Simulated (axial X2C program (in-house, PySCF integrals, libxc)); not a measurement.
## Which molecule has these constants?

Calculated with an in-house all-electron X2C program for linear molecules (integrals from PySCF), spin-free (one-electron X2C) or two-component (2c: spin–orbit coupling with atomic mean-field Coulomb and Gaunt terms, which also bring small scalar terms), in Dyall basis sets with cores contracted in-house; open shells are unrestricted.

A two-component CCSD(T) calculation in a Dyall 3-zeta basis gave Re = 1.720 Å, ωe = 1764.8 cm⁻¹, De = 2.42 eV, Ω = 5/2.

Which molecule is it?
A. TeH
B. SrH
C. SnH
D. MoH
E. InH

D. The others have InH 1.841 Å and 1461.6 cm⁻¹ (Ω = 0); SrH 2.157 Å and 1196.5 cm⁻¹ (Ω = 1/2); SnH 1.773 Å and 1704.8 cm⁻¹ (Ω = 1/2); TeH 1.667 Å and 2109.6 cm⁻¹ (Ω = 3/2).

Frozen shells (counts by l): MoH Mo 3s2p1d, H none, 15 electrons correlated; InH In 4s3p1d, H none, 14 electrons correlated; SrH Sr 3s2p1d, H none, 11 electrons correlated; SnH Sn 4s3p1d, H none, 15 electrons correlated; TeH Te 4s3p2d, H none, 7 electrons correlated. Coupled cluster in natural virtuals with an MP2 remainder. Where the outer core of a metal is frozen, bonds come out longer and ionisation energies lower.

Each entry is the lowest single determinant of a limited PBE0 search at one distance. De goes to single-determinant-based atoms at the same level (for ions the charge split of lowest energy) and is withheld (n/a) where an atom does not fit its ground term or J level. Main or longest-lived isotopes. One determinant is a doubtful description, or other states lie close, for MoH; these need not be ground states, and all values refer to the states named. With several unpaired electrons the Ω given is that of one determinant, not necessarily of the lowest component.
